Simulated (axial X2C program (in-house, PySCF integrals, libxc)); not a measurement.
## Potential curves of ZrP⁻, scalar-relativistic

Calculated with an in-house relativistic program for diatomic molecules. Spin-free means the one-electron spin-free X2C Hamiltonian. Basis: Zr dyall-acv3z [12s13p10d6f3g], P dyall-av3z [9s8p3d2f] (cores contracted in-house); Gaussian nuclei, density fitting, unrestricted open shells. Masses: Zr 89.905 u, P 30.974 u.

State: M_S = 0, Λ = 0 (closed shell). Energies in eV from the fragments at the same level (Zr + P-). Fits are polynomials in 1 − R0/R over 0.85 to 1.23 times the lowest point R0.

```json
{"R (Å)": "1.9114", "CCSD(T)": "", "PBE0": "-3.3116", "CCSD": ""}
{"R (Å)": "1.9993", "CCSD(T)": "-3.9031", "PBE0": "-4.1441", "CCSD": "-3.5110"}
{"R (Å)": "2.0652", "CCSD(T)": "-4.3647", "PBE0": "-4.5098", "CCSD": "-3.9416"}
{"R (Å)": "2.1311", "CCSD(T)": "-4.6483", "PBE0": "-4.7029", "CCSD": "-4.1915"}
{"R (Å)": "2.1970", "CCSD(T)": "-4.7905", "PBE0": "-4.7592", "CCSD": "-4.2972"}
{"R (Å)": "2.2739", "CCSD(T)": "-4.8176", "PBE0": "-4.6910", "CCSD": "-4.2779"}
{"R (Å)": "2.3508", "CCSD(T)": "-4.7324", "PBE0": "-4.5146", "CCSD": "-4.1417"}
{"R (Å)": "2.4497", "CCSD(T)": "-4.5075", "PBE0": "-4.1763", "CCSD": "-3.8441"}
{"R (Å)": "2.5705", "CCSD(T)": "", "PBE0": "-3.6573", "CCSD": ""}
{"R (Å)": "2.7462", "CCSD(T)": "", "PBE0": "-2.8101", "CCSD": ""}
```

Correlated methods: 10 electrons correlated (number of frozen shells: Zr 4 s, 3 p, 1 d; P 2 s, 1 p), 328 virtual spin orbitals or spinors in MP2, 90 natural virtuals in coupled cluster.

Occupations by symmetry block were frozen at the best pattern of an incomplete PBE0 search. Closed shells are restricted here (equal orbitals for both partners); the stretched side of such a curve lies too high. Dissociation energies refer to the lowest single-determinant-based atoms at the same level and basis. Coupled cluster ran in a truncated set of natural virtual spinors; the MP2 energy of the rest was added. (T) has no such correction and the atoms are truncated less, which lowers De at CCSD(T) by a hundredth of an eV or more. PBE0 can misorder states that lie within some tenths of an eV, so this need not be the ground state of the molecule. The nearest other spin-free determinant of the search, M_S = 1, Λ = 2, lies 0.45 eV up at the distance of the search. The outer-core s and p shells of the metal are frozen in the correlated rows, which leaves out core–valence correlation; for alkali and alkaline-earth bonds that tends to lengthen them. The T1 diagnostic is large, a sign of multireference character. With the outer-core shells frozen, correlated bond lengths of heavy atoms tend to come out a few hundredths of an ångström too long. Coupled cluster ran on the points near the minimum only. MP2 and coupled cluster on one determinant become unreliable at the stretched end.

What are Re, ωe and De at the CCSD(T) level?

At CCSD(T), spin-free: Re = 2.251 Å, ωe ≈ 494 cm⁻¹, De = 4.82 eV to Zr + P-; Be follows as 0.144 cm⁻¹.

Fit the PBE0 curve near its minimum: give the equilibrium distance, the harmonic wavenumber and the well depth.

At PBE0, spin-free: Re = 2.196 Å, ωe ≈ 540 cm⁻¹, De = 4.76 eV to Zr + P-; Be follows as 0.152 cm⁻¹.

What are Re, ωe and De at the CCSD level?

At CCSD, spin-free: Re = 2.224 Å, ωe ≈ 530 cm⁻¹, De = 4.31 eV to Zr + P-; Be follows as 0.148 cm⁻¹.
